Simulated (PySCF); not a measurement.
Si(H)(F)(vinyl)(OH) (C2H5FOSi), SMILES C(=C)[SiH](F)O.

Geometry optimised at PBE0-D3(BJ)/def2-SVP. This is a generated structure with no PubChem entry under its InChIKey; it may be hypothetical. One conformer was computed; it need not be the lowest.

Two levels are set side by side: TDA-PBE/def2-SVPD (PySCF) and TDA-PBE0/def2-SVPD (PySCF). Vertical, same geometry. The lowest singlet is HOMO−1→LUMO 97 % with PBE and HOMO−1→LUMO 97 % with the other functional; states are paired by order. Differences are taken from unrounded values.

```tsv
quantity	TDA-PBE0	TDA-PBE	TDA-PBE minus TDA-PBE0
lowest singlet excitation (eV)	6.45	5.83	-0.62
lowest triplet excitation (TDA) (eV)	4.16	4.31	0.15
first bright state (f over 0.05) (eV)	7.40	6.83	-0.57
its oscillator strength	0.35	0.17	-0.18
```

A lower first singlet is the usual sign of a functional without exact exchange. Differences between two approximate levels are no errors against the true value.

Rough cost on one machine, each run with all the roots and properties that it gave: TDA-PBE0 against TDA-PBE about 2 times.
